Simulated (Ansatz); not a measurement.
`[CH3][AlH][NH]C[SiH3]` → `C[SiH2][N](C)[AlH2]`  (isomerisation)

Computed with Ansatz on PBE0-D4/def2-TZVP structures; ΔE is electronic, products minus reactants. CBS: MP2 limit from def2 TZ/QZ plus the TZ coupled-cluster correction, frozen cores. One conformer a species, not always the lowest.

```json
{"species": "`[CH3][AlH][NH]C[SiH3]`", "CCSD(T)/CBS(def2) energy (Eh)": "-667.94214"}
{"species": "`C[SiH2][N](C)[AlH2]`", "CCSD(T)/CBS(def2) energy (Eh)": "-667.96703"}
```

Problem. Work out ΔE.

Solution. ΔE = (-667.96703) − (-667.94214) = -0.02489 Eh = -65.3 kJ/mol.

Largest T1 diagnostic among the species: 0.012.

From PBE to PBE0 (25 % exact exchange), in def2-TZVPP and without D4, ΔE moves by −5.7 kJ/mol. The D4 term adds −6.7 kJ/mol with B3LYP and −3.6 kJ/mol with PBE0; it sums over pairs of atoms, weighted by their polarisabilities, and B3LYP, whose exchange is more repulsive, gets the larger term.

B3LYP here is the variant with VWN-RPA as its local correlation; programs differ in this.
